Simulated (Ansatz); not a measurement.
```yaml
crystal:
  periodic: [false, false, false]
  atoms:
    - {symbol: C, position_ang: [-1.637322, 1.189061, -0.641127]}
    - {symbol: O, position_ang: [-0.344493, 0.795358, -0.216932]}
    - {symbol: B, position_ang: [-0.033148, -0.479071, 0.058590]}
    - {symbol: Si, position_ang: [1.848436, -0.925009, 0.660778]}
    - {symbol: H, position_ang: [-1.553961, 1.668606, -1.617963]}
    - {symbol: H, position_ang: [-2.034741, 1.912308, 0.073104]}
    - {symbol: H, position_ang: [-2.308132, 0.328418, -0.707743]}
    - {symbol: H, position_ang: [-0.886638, -1.325977, -0.059417]}
    - {symbol: H, position_ang: [1.812086, -1.551811, 2.014318]}
    - {symbol: H, position_ang: [2.454585, -1.927912, -0.262569]}
    - {symbol: H, position_ang: [2.748626, 0.259229, 0.719662]}
basis:
  gaussian: {orbitals: def2-mTZVP}
total_charge: 4
hamiltonian: {xc: {name: r2SCAN50}}
scf: {lower_state_search: full}
output: {forces: true}
```

```sh
$ ansatz run in.yaml --threads 2 --pin off --events-out ev --progress --plain --max-ram 4352MiB
```

It prints (some lines left out):

```
Functional definition: r2SCAN50
1000 factors; integrals over basis functions are off by at most 9.9e-4 eV
mean field evaluation 1: about -11592.9350 eV, gradient 1.6e2 eV
mean field evaluation 2: about -11593.0147 eV, gradient 1.6e2 eV
mean field evaluation 4: about -11613.2930 eV, gradient 1.3e2 eV
mean field evaluation 8: about -11654.8869 eV, gradient 4.6e1 eV
mean field evaluation 16: about -11667.7949 eV, gradient 4.4e-1 eV
mean field evaluation 32: about -11667.3181 eV, gradient 7.7e0 eV
mean field evaluation 96: about -11667.3733 eV, gradient 2.6e-1 eV
mean field -11667.88613428 eV, -428.7869066577 hartree, gradient 3.6e-5 eV, S^2 0.000000; 4 other end points of the search recorded, 0 dependent functions left out
reference -11667.88614228 eV, -428.7869069516 hartree; 18, 18 occupied and 87, 87 virtual orbitals, 1000 factors
Total energy: -11667.88614228 eV, -428.7869069516 hartree
Atom 0 at    -1.637322     1.189061    -0.641127 Å, force     2.524048    -5.588970     0.291987 eV/Å
Atom 1 at    -0.344493     0.795358    -0.216932 Å, force    -2.240011    -1.787175    -2.377668 eV/Å
Atom 2 at    -0.033148    -0.479071     0.058590 Å, force    -2.334066     5.765705     0.383524 eV/Å
Atom 3 at     1.848436    -0.925009     0.660778 Å, force     2.359991    -0.292492     2.115081 eV/Å
Atom 4 at    -1.553961     1.668606    -1.617963 Å, force     0.843302     3.467192    -1.607885 eV/Å
Atom 5 at    -2.034741     1.912308     0.073104 Å, force    -2.118745     3.786925     1.401510 eV/Å
Atom 6 at    -2.308132     0.328418    -0.707743 Å, force    -0.700141    -0.104986     1.308546 eV/Å
Atom 7 at    -0.886638    -1.325977    -0.059417 Å, force     0.112412    -2.849036    -0.437836 eV/Å
Atom 8 at     1.812086    -1.551811     2.014318 Å, force    -1.143548    -2.611757     1.784738 eV/Å
Atom 9 at     2.454585    -1.927912    -0.262569 Å, force     1.984771    -2.370045    -1.113631 eV/Å
Atom 10 at     2.748626     0.259229     0.719662 Å, force     0.711987     2.584639    -1.748365 eV/Å
Dipole moment:    -0.085203    -0.442864     0.062198 e Å
```

In this input the charge is far from anything that the molecule holds. Self-consistency was reached. The result belongs to that input, not to the molecule as meant.
